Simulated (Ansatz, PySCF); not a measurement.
Gas-phase reaction in SMILES: N[Si](N)(Br)Br + 3 [SiH4] (SiH4) -> 2 N[SiH3] + 2 [SiH3]Br
Structures are relaxed separately at B3LYP-D3(BJ)/def2-TZVP in Ansatz (an electronic-structure program), one conformer each, not searched for the lowest. Frequencies are from Ansatz or PySCF.
Geometry of the first species:
```
Si
N 1 1.6936
H 2 1.0072 1 120.60
H 2 1.0087 3 112.55 1 150.58
N 1 1.6936 2 108.92 3 -157.35
H 5 1.0072 1 120.60 2 -157.35
H 5 1.0087 6 112.55 1 150.58
Br 1 2.2424 2 116.51 3 84.77
Br 1 2.2424 2 104.54 3 -32.16
```

Wanted: bond separation energy (enthalpy at 298 K, with B3LYP-D3(BJ) rigid-rotor harmonic-oscillator terms), in kJ/mol. Valence correlation only, unless marked. Spin-orbit coupling is left out. Frozen are the shells of the preceding noble gas and the d and f shells that filled before the atom's block. Non-relativistic. Basis-set limits of correlation are two-point, X^-3; Hartree-Fock from the larger set. [CCSD(T)-MP2]/basis is that difference in the basis named.

```csv
level,program,bond separation energy (kJ/mol)
HF/def2-SVP,Ansatz,52.8
BLYP-D3(BJ)/def2-TZVPD,Ansatz + dftd3,67.2
BLYP/def2-TZVPD,Ansatz,53.5
PBE0/STO-3G,Ansatz,75.9
PBE0-D4/def2-TZVPD,Ansatz + dftd4,69.3
PBE0/def2-TZVPD,Ansatz,60.6
BHLYP/def2-TZVPD,Ansatz,52.9
```

Q: What does RI-MP2/CBS(def2-TZVPPD,def2-QZVPPD)+[CCSD(T)-MP2]/def2-TZVPPD (Ansatz) give?

A: 63.6 kJ/mol, so BHLYP/def2-TZVPD differs from it by -10.7 kJ/mol.
